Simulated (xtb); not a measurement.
xtb input file for C₅H₇O, SMILES O=C1C[CH]CC1, multiplicity 2, GFN2-xTB. 

```
$ xtb mol.xyz --gfn 2 --ohess tight --chrg 0 --uhf 1 --json
$ cat mol.xyz
13

O      1.08840000     2.18370000     0.27670000
C      0.58750000     1.09030000     0.16270000
C      1.33380000    -0.20650000     0.24770000
C      0.33210000    -1.22050000    -0.03470000
C     -1.02850000    -0.66710000    -0.15700000
C     -0.87190000     0.85650000    -0.13330000
H      1.75740000    -0.30790000     1.27390000
H      2.17400000    -0.23660000    -0.41930000
H      0.48880000    -2.27250000    -0.20710000
H     -1.65890000    -0.96970000     0.63660000
H     -1.55030000    -0.99900000    -1.12310000
H     -1.11240000     1.34890000    -1.07250000
H     -1.46020000     1.36220000     0.64170000
```

It prints:

```
[banner left out]
          |                Calculation Setup                |
           -------------------------------------------------



           -------------------------------------------------
          |                 G F N 2 - x T B                 |
           -------------------------------------------------

        Reference                      10.1021/acs.jctc.8b01176
      * Hamiltonian:
        H0-scaling (s, p, d)           1.850000    2.230000    2.230000
        zeta-weighting                 0.500000
      * Dispersion:
        s8                             2.700000
        a1                             0.520000
        a2                             5.000000
        s9                             5.000000
      * Repulsion:
        kExp                           1.500000    1.000000
        rExp                           1.000000
      * Coulomb:
        alpha                          2.000000
        third order                    shell-resolved
        anisotropic                    true
        a3                             3.000000
        a5                             4.000000
        cn-shift                       1.200000
        cn-exp                         4.000000
        max-rad                        5.000000


          ...................................................
          :                      SETUP                      :
          :.................................................:
          :  # basis functions                  31          :
          :  # atomic orbitals                  31          :
          :  # shells                           19          :
          :  # electrons                        33          :
          :  max. iterations                   250          :
          :  Hamiltonian                  GFN2-xTB          :
          :  restarted?                      false          :
          :  GBSA solvation                  false          :
          :  PC potential                    false          :
          :  electronic temp.          300.0000000     K    :
          :  accuracy                    1.0000000          :
          :  -> integral cutoff          0.2500000E+02      :
          :  -> integral neglect         0.1000000E-07      :
          :  -> SCF convergence          0.1000000E-05 Eh   :
          :  -> wf. convergence          0.1000000E-03 e    :
          :  Broyden damping             0.4000000          :
          :  net charge                          0          :
          :  unpaired electrons                  1          :
          ...................................................

 iter      E             dE          RMSdq      gap      omega  full diag
   1    -18.4520704 -0.184521E+02  0.409E+00    2.25       0.0  T
   2    -18.4894994 -0.374291E-01  0.214E+00    1.61       1.0  T
   3    -18.4934011 -0.390167E-02  0.138E+00    1.77       1.0  T
   4    -18.4974132 -0.401210E-02  0.136E-01    1.44       1.0  T
   5    -18.4974806 -0.674298E-04  0.735E-02    1.51       1.0  T
   6    -18.4974907 -0.100619E-04  0.285E-02    1.52       1.0  T
   7    -18.4974910 -0.301002E-06  0.685E-03    1.52       4.0  T
   8    -18.4974912 -0.221105E-06  0.225E-03    1.52      12.3  T
   9    -18.4974912  0.407474E-08  0.944E-04    1.52      29.4  T
  10    -18.4974912 -0.736096E-08  0.165E-04    1.52     168.1  T

   *** convergence criteria satisfied after 10 iterations ***

         #    Occupation            Energy/Eh            Energy/eV
      -------------------------------------------------------------
         1        2.0000           -0.7099346             -19.3183
       ...           ...                  ...                  ...
        11        2.0000           -0.4917618             -13.3815
        12        2.0000           -0.4816009             -13.1050
        13        2.0000           -0.4650118             -12.6536
        14        2.0000           -0.4608450             -12.5402
        15        2.0000           -0.4534652             -12.3394
        16        2.0000           -0.3955244             -10.7628
        17        1.0000           -0.3047897              -8.2938 (HOMO)
        18                         -0.2490257              -6.7763 (LUMO)
        19                          0.0590115               1.6058
        20                          0.0821238               2.2347
        21                          0.1002777               2.7287
        22                          0.1118867               3.0446
       ...                                ...                  ...
        31                          0.6301278              17.1467
      -------------------------------------------------------------
                  HL-Gap            0.0557641 Eh            1.5174 eV
             Fermi-level           -0.3135324 Eh           -8.5317 eV

 SCC (total)                   0 d,  0 h,  0 min,  0.008 sec
[...]
 q only:        3.330      -4.291      -5.419      -0.205      -1.563       2.089
  q+dip:        4.050      -5.567      -7.141      -0.382      -2.027       3.092
   full:        3.606      -5.423      -7.362      -0.605      -2.117       3.756

           -------------------------------------------------
          |                Geometry Summary                 |
           -------------------------------------------------

      molecular mass/u    :       83.1086697
   center of mass at/Å    :        0.2398792       0.3786450       0.0826746
  moments of inertia/u·Å² :        0.7241869E+02   0.1447213E+03   0.2077277E+03
rotational constants/cm⁻¹ :        0.2327801E+00   0.1164834E+00   0.8115254E-01

 * 11 selected distances

     #   Z          #   Z                                           value/Å
     1   8 O        2   6 C                                       1.2017819
     3   6 C        4   6 C                                       1.4731897
     4   6 C        5   6 C                                       1.4810318
     5   6 C        6   6 C                                       1.5304786 (max)
     3   6 C        7   1 H                                       1.0983197
     3   6 C        8   1 H                                       1.0985363
     4   6 C        9   1 H                                       1.0720019 (min)
     5   6 C       10   1 H                                       1.0984687
     5   6 C       11   1 H                                       1.0968693
     6   6 C       12   1 H                                       1.0913342
     6   6 C       13   1 H                                       1.0901651

 * 3 distinct bonds (by element types)

   Z      Z             #   av. dist./Å        max./Å        min./Å
   1 H    6 C           7     1.0922422     1.0985363     1.0720019
   6 C    6 C           3     1.4949001     1.5304786     1.4731897
   6 C    8 O           1     1.2017819     1.2017819     1.2017819

           -------------------------------------------------
          |               Frequency Printout                |
           -------------------------------------------------
 projected vibrational frequencies (cm⁻¹)
eigval :       -0.00    -0.00     0.00     0.00     0.00     0.00
eigval :      -23.57    96.68   314.70   435.94   471.82   593.44
eigval :      681.75   705.96   837.88   855.78   932.08   983.88
eigval :     1030.64  1045.21  1098.30  1106.46  1131.18  1167.12
eigval :     1238.92  1245.43  1292.86  1320.32  1402.50  1430.30
eigval :     1467.53  1795.83  2848.97  2853.22  2897.38  2909.18
eigval :     2981.23  3003.99  3156.53
 reduced masses (amu)
   1: 12.72   2: 11.15   3: 11.27   4: 11.98   5: 11.43   6:  9.52   7:  7.13   8:  6.92
   9:  2.89  10:  8.12  11: 12.43  12: 12.53  13:  8.82  14:  5.92  15:  9.80  16:  5.18
  17:  5.20  18:  8.60  19:  5.67  20:  3.06  21:  3.01  22:  3.76  23: 10.44  24:  2.54
  25:  7.61  26:  6.06  27:  6.42  28:  7.92  29:  1.76  30:  1.90  31:  1.92  32: 13.43
Molecule has no symmetry elements
It seems to be the C1 point group
  33:  1.94  34:  1.94  35:  1.49  36:  1.50  37:  1.94  38:  1.56  39:  1.83
 IR intensities (km·mol⁻¹)
   1:  1.02   2:  0.13   3:  0.84   4:  1.39   5:  0.74   6:  0.36   7:  2.88   8: 12.60
   9: 27.41  10:  0.26  11: 13.46  12:  2.87  13:  1.29  14:  1.46  15:  3.71  16: 13.82
  17:  5.88  18:  2.74  19: 24.45  20:  1.81  21:  5.90  22:  3.57  23:124.94  24:  0.66
  25:  7.80  26: 13.75  27:  2.18  28: 30.00  29: 19.79  30: 12.17  31: 12.85  32:368.61
  33:  8.72  34: 25.17  35: 24.17  36: 36.93  37: 11.31  38: 11.46  39: 37.72
 Raman intensities (Ä⁴*amu⁻¹)
   1:  0.00   2:  0.00   3:  0.00   4:  0.00   5:  0.00   6:  0.00   7:  0.00   8:  0.00
   9:  0.00  10:  0.00  11:  0.00  12:  0.00  13:  0.00  14:  0.00  15:  0.00  16:  0.00
  17:  0.00  18:  0.00  19:  0.00  20:  0.00  21:  0.00  22:  0.00  23:  0.00  24:  0.00
  25:  0.00  26:  0.00  27:  0.00  28:  0.00  29:  0.00  30:  0.00  31:  0.00  32:  0.00
  33:  0.00  34:  0.00  35:  0.00  36:  0.00  37:  0.00  38:  0.00  39:  0.00
 output can be read by thermo (or use thermo option).
 writing <g98.out> molden fake output.
 recommended (thermochemical) frequency scaling factor: 1.0
           -------------------------------------------------
          |             Thermodynamic Functions             |
           -------------------------------------------------

c1  symmetry found (for desy threshold:  0.10E+00) used in thermo

          ...................................................
          :                      SETUP                      :
          :.................................................:
          :  # frequencies                          32      :
          :  # imaginary freq.                       1      :
          :  linear?                             false      :
          :  only rotor calc.                    false      :
          :  symmetry                               c1      :
          :  rotational number                       1      :
          :  scaling factor                  1.0000000      :
          :  rotor cutoff                   50.0000000 cm⁻¹ :
          :  imag. cutoff                  -20.0000000 cm⁻¹ :
          :.................................................:

    mode    ω/cm⁻¹     T·S(HO)/kcal·mol⁻¹    T·S(FR)/kcal·mol⁻¹   T·S(vib)
   ------------------------------------------------------------------------
       1     96.68    -1.04955 ( 93.32%)    -0.86086 (  6.68%)    -1.03695
   ------------------------------------------------------------------------

   temp. (K)  partition function   enthalpy   heat capacity  entropy
                                   cal/mol     cal/K/mol   cal/K/mol   J/K/mol
 298.15  VIB   5.47                 1570.855     13.645      8.604
         ROT  0.113E+06              888.752      2.981     26.098
         INT  0.617E+06             2459.607     16.625     34.702
         TR   0.733E+27             1481.254      4.968     39.149
         TOT                        3940.8613    21.5935    73.8506   308.9911

       T/K    H(0)-H(T)+PV         H(T)/Eh          T*S/Eh         G(T)/Eh
   ------------------------------------------------------------------------
    298.15    0.628016E-02    0.109556E+00    0.350888E-01    0.744676E-01
   ------------------------------------------------------------------------

         :::::::::::::::::::::::::::::::::::::::::::::::::::::
         ::                  THERMODYNAMIC                  ::
         :::::::::::::::::::::::::::::::::::::::::::::::::::::
         :: total free energy         -18.186311159101 Eh   ::
         ::.................................................::
         :: total energy              -18.260778723974 Eh   ::
         :: zero point energy           0.103276227215 Eh   ::
         :: G(RRHO) w/o ZPVE           -0.028808662342 Eh   ::
         :: G(RRHO) contrib.            0.074467564873 Eh   ::
         :::::::::::::::::::::::::::::::::::::::::::::::::::::
imag cut-off (cm-1) :    5.00
 found            1  significant imaginary frequency
 writing imag mode distorted coords to xtbhess.xyz
Note: The following floating-point exceptions are signalling: IEEE_UNDERFLOW_FLAG IEEE_DENORMAL
normal termination of xtb
 for further optimization.

optimized geometry written to: xtbopt.xyz


           -------------------------------------------------
          | TOTAL ENERGY              -18.260778723974 Eh   |
          | TOTAL ENTHALPY            -18.151222334495 Eh   |
          | TOTAL FREE ENERGY         -18.186311159101 Eh   |
          | GRADIENT NORM               0.000239079124 Eh/α |
          | HOMO-LUMO GAP               1.555959192973 eV   |
           -------------------------------------------------

------------------------------------------------------------------------
------------------------------------------------------------------------
 total:
 SCF:
 ANC optimizer:
 analytical hessian:
```

Self-consistency was reached. The end point has an imaginary mode, so it is no minimum.
